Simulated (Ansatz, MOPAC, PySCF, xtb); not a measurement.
Torsion H4–S1–Pb2–I3 in HIPbS (SMILES [SH][Pb][I]); at each angle all else is relaxed with GFN2-xTB, and the levels are single points there.
Geometry at 0° (charge 0, multiplicity 1):
```xyz
4

S     -1.6042     0.3704    -0.1515
Pb     0.6830     1.2966    -0.6852
I      2.2963    -0.6149     0.4169
H     -1.3002    -0.7432     0.4905
```

| level | energy at 270° less that at 0° (kcal/mol) | cost |
|---|---|---|
| GFN-FF | 1.30 | - |
| PM3 | 5.26 | - |
| PM6 | 4.86 | - |
| GFN1-xTB | 7.00 | - |
| GFN2-xTB | 8.65 | - |
| HF/def2-SVP | 6.68 | - |
| HF/def2-TZVPP | 6.54 | - |
| HF/def2-QZVPP | 6.32 | - |
| SVWN5/def2-TZVPP | 8.09 | ×0.9 |
| PBE/def2-TZVPP | 7.19 | ×1 |
| PBE-D3(BJ)/def2-TZVPP | 7.31 | ×1 |
| PBE-D4/def2-TZVPP | 7.29 | ×1 |
| BLYP/def2-TZVPP | 6.92 | ×1 |
| BLYP-D3(BJ)/def2-TZVPP | 7.21 | ×1 |
| BLYP-D4/def2-TZVPP | 7.13 | ×1 |
| r2SCAN/def2-TZVPP | 7.56 | ×2 |
| r2SCAN-D3(BJ)/def2-TZVPP | 7.59 | ×2 |
| r2SCAN-D4/def2-TZVPP | 7.58 | ×2 |
| B3LYP/LANL2DZ | 7.52 | - |
| B3LYP/def2-TZVPP | 6.93 | ×2 |
| B3LYP-D3(BJ)/def2-TZVPP | 7.18 | ×2 |
| B3LYP-D4/def2-TZVPP | 7.10 | ×2 |
| PBE0/def2-TZVPP | 7.11 | ×2 |
| PBE0-D3(BJ)/def2-TZVPP | 7.23 | ×2 |
| PBE0-D4/def2-TZVPP | 7.19 | ×2 |
| M06-2X/def2-TZVPP | 6.79 | - |
| wB97X-V/def2-TZVPP | 7.09 | ×4 |
| wB97M-V/def2-TZVPP | 7.13 | ×5 |
| MP2/def2-SVP | 7.71 | - |
| MP2/def2-QZVPP | 6.82 | - |
| MP2/CBS(def2-TZVPP, def2-QZVPP) | 6.77 | - |
| SCS-MP2/def2-SVP | 7.42 | - |
| SCS-MP2/def2-TZVPP | 6.87 | - |
| CCSD/def2-SVP | 7.27 | - |
| CCSD/def2-TZVPP | 6.67 | - |
| CCSD/def2-QZVPP | 6.43 | - |
| CCSD(T)/def2-SVP | 7.59 | ×1 |
| CCSD(T)/def2-TZVPP | 6.89 | ×10 |
| CCSD(T)/def2-QZVPP | 6.61 | ×200* |
| CCSD(T)/CBS(def2-TZVPP, def2-QZVPP) | 6.57 | ×200* |

The rows run from 1.30 (GFN-FF) to 8.65 kcal/mol (GFN2-xTB). In def2-QZVPP the value moves HF 6.32, MP2 6.82, CCSD 6.43, CCSD(T) 6.61, a shift of 0.29 from HF to CCSD(T). From def2-SVP to def2-QZVPP CCSD(T) changes by -0.98. The dispersion term adds 0.12 in PBE-D3(BJ), 0.10 in PBE-D4, 0.29 in BLYP-D3(BJ). The 9 functionals in def2-TZVPP without D3 or D4 span 1.30, from M06-2X to SVWN5.

On the grid 0° to 330°, 270° is the highest and 0° the lowest point at CCSD(T)/CBS(def2-TZVPP, def2-QZVPP).

Cores are frozen in the correlated methods. Filled d and f shells under p-block atoms count as core. CBS(a, b) extrapolates the correlation energy as X⁻³ and adds the Hartree–Fock energy of set b. Rows in LANL2DZ carry no dispersion term and start afresh at each structure. LANL2DZ brings its own core potentials from Na on. The state reached by PM3, PM6 isn't checked.

Programs: Ansatz (a program for electronic structure); MOPAC for PM3, PM6 (differences of heats of formation); PySCF for LANL2DZ rows, M06-2X, the dispersion terms; xtb for the GFN methods. Each number belongs to the level named beside it. In def2 rows elements past Kr take small-core potentials, without spin–orbit coupling.

Costs are rough ratios of core time to PBE/def2-TZVPP (about 2.8 s over the structures, on one shared machine); a dash marks a level with no comparable run of its own. A star marks coupled-cluster runs past 200 virtual orbitals, where the program's memory plan changes under this machine's limit, so their costs aren't comparable with smaller runs.
